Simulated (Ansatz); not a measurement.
Coupled-cluster diagnostics for the cluster GaAs2⁻, Ansatz.

Geometry of the singlet (PBE-D4/def2-TZVPD):

```xyz
3

Ga    0.000    0.000    0.000
As   -1.611   -1.340    0.880
As    1.611    1.340   -0.880
```

Correlated methods freeze 27 core orbitals; core or outer-core shells of Ga, As are correlated, in sets that lack core-valence functions. Another isomer (singlet) lies 1.65 eV lower at PBE0-D4/def2-TZVPD; other spin states weren't run for this one.

Task: Estimate the CCSD(T) correlation energy, the shares of MP2 and (T), T1 and the reference's ⟨S²⟩ for: charge -1, singlet, own geometry in def2-TZVPPD; and the rough time on 4 threads of Arm Neoverse V2 on a shared host.

Result: 
```
                           state        basis  correlation (eV)  MP2 share (%)  (T) share (%)     T1  ⟨S²⟩ (pure)  wall time                                                    remarks
charge -1, singlet, own geometry  def2-TZVPPD           -21.523           95.1            6.3  0.025  0.00 (0.00)       74 s  flagged by the program, large T1, restricted SCF unstable
```
Customary marks for T1 are 0.02 (closed shells), 0.045 (open shells) and about 0.05 (3d metals). T1 exceeds 0.02 in 1 of 1 rows and 0.045 in 0; the higher it lies, the less the single-reference result can be trusted.
